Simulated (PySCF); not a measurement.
## Structure from 2D NMR

Compound of formula C$_{5}$H$_{10}$F$_{3}$OP. Correlations simulated from computed shifts and the bond graph:

HSQC (one-bond C–H):
```csv
δH,δC
1.74,32.5
1.58,13.7
1.42,16.5
1.25,15.2
```

COSY cross peaks (H two or three bonds apart, from the bond graph; peaks can be absent where the dihedral angle is near 90°):
```csv
δH,δH
1.74,1.42
1.74,1.25
```

HMBC (two and three bonds, from the bond graph):
```csv
δH,δC
1.74,"132.4, 16.5, 15.2, 13.7"
1.58,"132.4, 32.5"
1.42,"32.5, 15.2"
1.25,"32.5, 16.5"
```

Carbons without hydrogens: δ 132.4.

[PySCF: σ from GIAO-PBE0/pcSseg-1; geometry: GFN2-xTB; non-relativistic; equivalent nuclei averaged; gas phase; one conformer]

Referencing at the same level of theory: 1H (σ = 31.72 ppm), 13C (σ = 186.93 ppm) against TMS.

Exchangeable hydrogens are left out of these lists.

Assemble the structure.

Answers

`CC(C)[P@@](C)(=O)C(F)(F)F`.

Structure with atom numbers: `[CH3:1][CH:2]([CH3:3])[P@@:4]([CH3:5])(=[O:6])[C:7]([F:8])([F:9])[F:10]`; H(Xn) means a hydrogen on atom n.

δC 132.4 is C7, a CF3 carbon. δC 32.5 is C2, an sp3 CH bonded to P (δH 1.74). δC 16.5 is C1, a methyl carbon (δH 1.42). δC 15.2 is C3, a methyl carbon (δH 1.25). δC 13.7 is C5, a methyl carbon bonded to P (δH 1.58). HMBC from δH 1.74 reaches the proton-free carbon C7. HMBC from δH 1.58 reaches the proton-free carbon C7. COSY links 1.74–1.42, 1.74–1.25.

The data come from this structure; uniqueness wasn't tested.

Shifts are as computed. Against solution values, carbons near 30 ppm lie about +3 ppm off and those near 130 ppm about +5 ppm. Of 1211 compounds with measured shifts, 218 miss one by over three times the rms of a fit or turn the order of signals round; such compounds aren't used in these exercises.
